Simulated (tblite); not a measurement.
Start geometry of `C[SiH2][Si@@H](C)[SiH2]N` from a force field or distance geometry (Å):
```
atom  x, y, z in Å
C1    -1.783   -1.938    0.419
Si2   -1.914   -0.136   -0.048
Si3    0.122    0.634   -0.624
C4    -0.082    2.502   -0.772
Si5    1.698    0.037    0.813
N6     2.583   -1.417    0.231
H7    -2.811   -2.381    0.396
H8    -1.125   -2.453   -0.293
H9    -1.357   -2.044    1.430
H10   -2.750   -0.012   -1.246
H11   -2.494    0.669    1.040
H12    0.425    0.030   -1.940
H13   -0.761    2.845    0.057
H14    0.907    2.979   -0.679
H15   -0.598    2.713   -1.713
H16    2.697    1.092    1.011
H17    1.113   -0.230    2.130
H18    2.550   -1.495   -0.804
H19    3.573   -1.387    0.586
```

Task: What comes out of this run: GFN2-xTB geometry optimisation, gas phase (tblite 0.8.0)?

Result: 
```
atom  x, y, z in Å
C1    -1.5505   -2.0725    0.2493
Si2   -1.8900   -0.2789   -0.2786
Si3    0.1277    0.8038   -0.7127
C4    -0.1466    2.6870   -0.5787
Si5    1.9577    0.2621    0.6062
N6     1.9425   -1.4647    0.6996
H7    -2.4583   -2.5802    0.5611
H8    -1.1199   -2.6460   -0.5668
H9    -0.8488   -2.1092    1.0772
H10   -2.8259   -0.3350   -1.4162
H11   -2.6638    0.3562    0.8029
H12    0.4815    0.5903   -2.1409
H13   -0.4391    2.9723    0.4281
H14    0.7551    3.2401   -0.8251
H15   -0.9291    3.0223   -1.2526
H16    3.2510    0.8088    0.1401
H17    1.8595    0.6627    2.0158
H18    1.9096   -1.9956   -0.1557
H19    2.5776   -1.9142    1.3395
```

The energy falls by 0.624 eV over 200 L-BFGS steps, the largest force on an atom goes from 2.11 to 0.009 eV/Å, and the atoms move by 0.675 Å rms after alignment. The bond that changes most is Si3–Si5 (SiH silicon to SiH2 silicon), which lengthens by 0.105 Å. Bonds longer at the end by more than 0.005 Å: 7 of 18; shorter: 9. Among the angles that change most is Si5–N6–H19, from 109.3° to 118.3°. Among the dihedrals that turn most is H12–Si3–Si5–N6, from -19° to -79°. Rotational constants go from 1952, 1234, 843.4 to 1784, 1333, 818.6 MHz. The orientation of the end geometry is arbitrary; only internal coordinates are fixed.

Hardware: one thread of an Arm Neoverse V2, no GPU, shared host with 192 logical CPUs at a one-minute load of 44. Cost: 1.4 s.

Its GFN2-xTB frequencies are all real (lowest 18 cm⁻¹). The numbers are those of one conformer. 3 starts were optimised and ended at 0.00, 1.17 and 2.08 kcal/mol (GFN2-xTB); the lowest of these is shown.

The numbers are calculated, not measured.
